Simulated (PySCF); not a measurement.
An equivalent PySCF input for Ne²⁺ (neon, charge +2), [He] 2s2 2p4, high-spin 3P determinant, with scalar relativity by spin-free X2C-1e:

```python
from pyscf import gto, scf, dft, mp, cc
import basis_set_exchange as bse
mol = gto.M(atom="Ne 0 0 0", charge=2, spin=2, symmetry="D2h",
            basis=gto.basis.parse(bse.get_basis("cc-pVDZ-DK", elements=["Ne"], fmt="nwchem", header=False)),
            nucmod="G")
mf = scf.UHF(mol).sfx2c1e()
mf.irrep_nelec = {'Ag': (2, 2), 'B1u': (1, 0), 'B2u': (1, 1), 'B3u': (1, 0)}
mf.kernel()
```

It reaches the same state as the run whose output follows, and the same energy. The run itself started from symmetry-adapted Hartree-Fock orbitals and held the occupation by maximum overlap, so the iterations belong to that start.

```
SCF conv_tol = 1e-09
number electrons alpha = 5  beta = 3
cycle= 1 E= -126.455354872503  delta_E= -0.00316  |g|= 0.0228  |ddm|= 0.0339
cycle= 2 E= -126.45544152236  delta_E= -8.66e-05  |g|= 0.00388  |ddm|= 0.00612
cycle= 3 E= -126.455444317039  delta_E= -2.79e-06  |g|= 0.000208  |ddm|= 0.00179
cycle= 4 E= -126.455444339358  delta_E= -2.23e-08  |g|= 2.24e-05  |ddm|= 0.000435
cycle= 5 E= -126.455444339594  delta_E= -2.35e-10  |g|= 3.79e-06  |ddm|= 5.1e-05
converged SCF energy = -126.455444339594  <S^2> = 2.0029309  2S+1 = 3.0019533
```
